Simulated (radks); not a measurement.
Q: Species: neutral bismuth. Configuration: [Xe] 4f14 5d10 6s1 6p3 7s1 (not the ground configuration). Calculated with a radial shooting solver on a logarithmic mesh with Libxc functionals: Dirac Kohn-Sham, BLYP, spin-unpolarised, spherical densities, point nucleus; open shells are shared between the two j in proportion to 2j + 1. Some entries of the table are withheld. Estimate them.

orbital,occ.,eigenvalue (hartree),<1/r> (bohr^-1)
1s1/2,2,-3327.133,(1)
2s1/2,2,-597.3987,(2)
2p1/2,2,-573.9135,25.54
2p3/2,4,-488.6240,20.24
3s1/2,2,-144.3151,9.385
3p1/2,2,-133.7204,9.291
3p3/2,4,-114.6242,7.903
3d3/2,4,-97.29573,7.804
3d5/2,6,-93.24826,7.498
4s1/2,2,-33.25439,3.990
4p1/2,2,-28.65101,(3)
4p3/2,4,-23.94358,(4)
4d3/2,4,-16.46650,3.204
4d5/2,6,-15.58828,3.096
5s1/2,2,-5.96597,1.671
4f5/2,6,-5.88416,2.766
4f7/2,8,-5.68237,2.725
5p1/2,2,-4.36975,1.549
5p3/2,4,-3.46064,1.372
5d3/2,4,-1.23680,(5)
5d5/2,6,-1.12552,(6)
6s1/2,1,-0.67763,0.6121
6p1/2,1,(7),0.4991
6p3/2,2,(8),0.4345
7s1/2,1,-0.06625,0.1974

A: 
(1) 1s1/2 <1/r> (bohr^-1): 103.4
(2) 2s1/2 <1/r> (bohr^-1): 25.62
(3) 4p1/2 <1/r> (bohr^-1): 3.879
(4) 4p3/2 <1/r> (bohr^-1): 3.399
(5) 5d3/2 <1/r> (bohr^-1): 1.093
(6) 5d5/2 <1/r> (bohr^-1): 1.052
(7) 6p1/2 eigenvalue (hartree): -0.34533
(8) 6p3/2 eigenvalue (hartree): -0.25860
